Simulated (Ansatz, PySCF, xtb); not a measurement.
CH4 (SMILES C) and CH2F2 (SMILES FCF) are pulled apart as rigid monomers along the line of their centres of mass, from the B3LYP-D3(BJ)/def2-TZVP minimum. Starting geometry (charge 0, multiplicity 1):
| atom | x (Å) | y (Å) | z (Å) |
|---|---|---|---|
| C | -0.0252 | -0.0346 | -0.2443 |
| H | 0.3067 | 0.8572 | 0.2855 |
| H | -1.1074 | -0.0054 | -0.3718 |
| H | 0.4489 | -0.0718 | -1.2240 |
| H | 0.2541 | -0.9184 | 0.3275 |
| F | 0.3019 | 1.1406 | 3.1566 |
| C | -0.5111 | 0.0567 | 3.2986 |
| F | 0.2490 | -1.0697 | 3.2019 |
| H | -1.2392 | 0.0575 | 2.4869 |
| H | -0.9639 | 0.0879 | 4.2910 |

Interaction energies with rigid monomers; basis-set methods are counterpoise corrected unless marked otherwise.

Rows in 6-311+G**, 6-31G* carry no dispersion term and start afresh at each structure (6-31G* with six Cartesian d functions). MP2/6-31G* freezes PySCF's default core.

Codes used: Ansatz (Gaussian orbitals); PySCF for 6-311+G** rows, 6-31G* rows; xtb for the GFN methods. Values without a source in brackets are computed.

```csv
C1···H9 (Å),GFN-FF (kJ/mol),B3LYP/6-311+G** (no counterpoise) (kJ/mol),B3LYP/def2-TZVPPD (kJ/mol),wB97M-V/def2-TZVPPD (kJ/mol),MP2/6-31G* (no counterpoise) (kJ/mol)
2.72,-1.5,3.7,4.5,-2.8,-6.0
2.99,(withheld),0.5,1.1,-4.1,-6.2
3.40,-2.0,-0.3,0.1,-3.0,-3.3
4.11,-1.0,-0.2,0.1,-1.3,-0.9
5.26,-0.3,-0.1,(withheld),-0.3,-0.2
```

### Question
Some entries are withheld; supply them.

### Answer

- 2.99, GFN-FF (kJ/mol): -2.3
- 5.26, B3LYP/def2-TZVPPD (kJ/mol): 0.0

Ansatz is a first-principles code.
